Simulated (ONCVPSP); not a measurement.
## Au (Z = 79): one change to an ONCV potential, before and after

ONCVPSP 4.0.1 input, shortened (lines: element, Z, core and valence counts, functional; n l f; lmax; l rc ep ncon nbas qcut; lloc lpopt rc5 dvloc0; l nproj debl; icmod fcfact rcfact), PBE, scalar-relativistic:

```
  Au 79.00   10    5        4      upf
    1    0    2.00
    2    0    2.00
    2    1    6.00
    3    0    2.00
    3    1    6.00
    3    2   10.00
    4    0    2.00
    4    1    6.00
    4    2   10.00
    4    3   14.00
    5    0    2.00
    5    1    6.00
    5    2   10.00
    6    0    0.50
    6    1    0.50
    2
    0    1.35    0.00    4    9    7.90
    1    1.95    0.00    5    9    7.70
    2    1.60    0.00    4    8    5.10
    4    4    1.15    0.00
    0    2    0.70
    1    2    2.60
    2    2    2.70
    3    2.25    1.40
```

Change: s: qcut 5.8; p: qcut 5.7; d: qcut 3.8.

Cutoffs: the cutoffs (Ha) at which the residual kinetic energy of the hardest occupied pseudo-wave falls to 1 and 0.1 mHa per electron; they do not see the model core or the augmentation charge, which bear on the density cutoff. Errors are all-electron minus pseudo energies relative to the spin-unpolarised reference configuration.

Task: Predict the effect on cutoff, ghosts and configuration errors.

Result: The potential gets harder (73 Ha and 91 Ha → 87 Ha and 133 Ha); the bound ghost in d disappears; of the 3 tests that both files solve, the error grows in 1 and shrinks in 1 by more than 15 % and 0.3 meV (median size 2.6 → 2.0 meV).

```csv
quantity,base,changed
"cutoff, loose",73 Ha,87 Ha
"cutoff, tight",91 Ha,133 Ha
loose cutoff by channel,"s 27 Ha, p 16 Ha, d 73 Ha","s 85 Ha, p 15 Ha, d 87 Ha"
bound ghosts,d,none
GHOST(+) flags under 300 eV,none,s at 256.7 eV
tests with a reliable result,3 of 4,3 of 4
"error for 5s2 5p6 5d10 6s1 6p0, meV [ΔE -2.55 eV]",+0.7,+0.5
"error for 5s2 5p6 5d10 6s0 6p0, meV [ΔE 6.86 eV]",-2.6,-3.2
"error for 5s2 5p6 5d9 6s2 6p0, meV [ΔE -0.86 eV]",+11,-2.0
s: phases at 1.37 bohr within 0.05 rad from the reference energy up to (Ha; the scan ends near 5),to the end of the scan,to the end of the scan
p: phases at 1.98 bohr within 0.05 rad from the reference energy up to (Ha; the scan ends near 5),to the end of the scan,to the end of the scan
d: phases at 1.62 bohr within 0.05 rad from the reference energy up to (Ha; the scan ends near 5),to the end of the scan,to the end of the scan
"rms error of d²Exc/dni dnj with the model core, mHa",0.94,0.90
```

 A true bound ghost makes a file unfit for plane-wave use even where its test errors are small: the radial tests pick states by their node count and pass the ghost by.
